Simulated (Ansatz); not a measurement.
Relaxation of ClF3H4OPTa (11 atoms, charge 0, multiplicity 1), to a largest force component of 0.03 eV/Å in at most 50 steps.

All numbers below come from RKS LDA/def2-SVP in Ansatz.

```xyz
11
Properties=species:S:1:pos:R:3
Ta -0.030 -0.260 -0.184
O 1.900 -0.616 -0.068
H 2.471 -0.236 0.631
F 0.234 0.663 1.442
Cl 0.032 -0.870 -2.410
F -1.239 1.110 -0.589
F -0.939 -1.709 0.504
P 1.780 2.658 -1.604
H 1.435 1.864 -2.761
H 0.392 2.855 -1.249
H 1.895 1.475 -0.801
```

Question: Where does it end, and by what steps?

Answer: The forces met the threshold. After 20 steps the energy has fallen by 0.183 eV; H3 moved furthest, 0.73 Å.

```tsv
step	energy less start (eV)	largest force component (eV/Å)	accepted
0	0.0000	1.663	yes
1	-0.0751	0.220	yes
2	-0.0844	0.128	yes
3	-0.0934	0.195	yes
4	-0.1021	0.492	yes
5	-0.1110	0.450	yes
6	-0.1249	0.164	yes
7	-0.1376	0.859	yes
8	-0.1559	0.341	yes
9	-0.1428	1.262	no
10	-0.1643	0.163	yes
11	-0.1708	0.119	yes
12	-0.1747	0.345	yes
13	-0.1768	0.243	yes
14	-0.1791	0.100	yes
15	-0.1805	0.077	yes
16	-0.1817	0.071	yes
17	-0.1822	0.113	yes
18	-0.1826	0.082	yes
19	-0.1829	0.038	yes
20	-0.1830	0.023	yes
```

```xyz
11
Properties=species:S:1:pos:R:3
Ta 0.050 -0.089 -0.175
O 1.774 -0.721 0.205
H 2.732 -0.842 0.309
F 0.268 1.234 1.143
Cl 0.281 -0.671 -2.412
F -1.452 0.931 -0.697
F -0.907 -1.462 0.600
P 1.553 2.666 -1.422
H 1.520 1.995 -2.696
H 0.145 2.438 -1.201
H 1.966 1.454 -0.743
```

Run time: 61 s on 4 threads of Intel(R) Xeon(R) Platinum 8259CL CPU @ 2.50GHz (Skylake/Cascade Lake) (shared host), peak memory 0.26 GiB.
